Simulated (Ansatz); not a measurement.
Two isomers of C10H18: A = `C1CCC2(CC1)CCCC2`, B = `CC1=CCC(C(C)C)CC1`.

Program: Ansatz. Geometries: PBE0-D4/def2-TZVP. ΔE: electronic, gas phase. CBS: MP2 limit from def2 TZ/QZ plus the TZ coupled-cluster correction, frozen cores. Functionals use def2-TZVPP. B3LYP here is the variant with VWN-RPA as its local correlation; programs differ in this. One conformer a species, not always the lowest.

Question: Which is lower in electronic energy at CCSD(T)/CBS, and by how much? (Best estimate.)

Answer: Ansatz gave: A, by 11.7 kcal/mol.

Question: Give E(B) − E(A) in kcal/mol with CCSD/def2-TZVPP, r2SCAN-D4, PBE-D4, PBE0-D4, B3LYP, HF/def2-TZVPP, B2PLYP. (Estimate.)

Answer: Computed: CCSD/def2-TZVPP 12.3, r2SCAN-D4 10.7, PBE-D4 10.6, PBE0-D4 13.5, B3LYP 5.7, HF/def2-TZVPP 7.3, B2PLYP 8.7. None reverses the order clearly.

Largest T1 diagnostic: 0.009.

At CCSD(T), def2-SVP lies +1.1 kcal/mol from the extrapolated value and def2-TZVPP +0.5 kcal/mol. From BLYP to BHLYP (50 % exact exchange), in def2-TZVPP and without D4, E(B) − E(A) moves by +6.5 kcal/mol.
